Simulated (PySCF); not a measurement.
SiClF₂I, SMILES F[Si](F)(Cl)I. Atoms are numbered in the order given.

```xyz
5

F      1.2852     1.3157     1.2912
Si     0.3983     0.9648     0.0000
F      1.2852     1.3157    -1.2912
Cl    -1.2592     2.1477     0.0000
I     -0.1378    -1.3906     0.0000
```
Charge 0, spin multiplicity 1.

Geometry: B3LYP-D3(BJ)/def2-SVP. The def2 effective core potentials stand for the cores of I; spin–orbit coupling is left out.

These are CAM-B3LYP/def2-TZVP (PySCF) values and carry that method's errors.

ESP charges are fitted to the potential on shells at 1.4 to 2.0 van der Waals radii. Atomic charges (e):

| atom | Löwdin | ESP fit |
|---|---|---|
| F1 | 0.03 | -0.08 |
| Si2 | -0.59 | 0.08 |
| F3 | 0.03 | -0.08 |
| Cl4 | 0.29 | 0.01 |
| I5 | 0.24 | 0.06 |

Computed Mayer and Wiberg (Löwdin basis) orders of the bonds:
```
bond     Mayer  Wiberg
-------  -----  ------
F1–Si2    1.14    1.74
Si2–F3    1.14    1.74
Si2–Cl4   1.25    1.88
Si2–I5    1.23    1.71
```
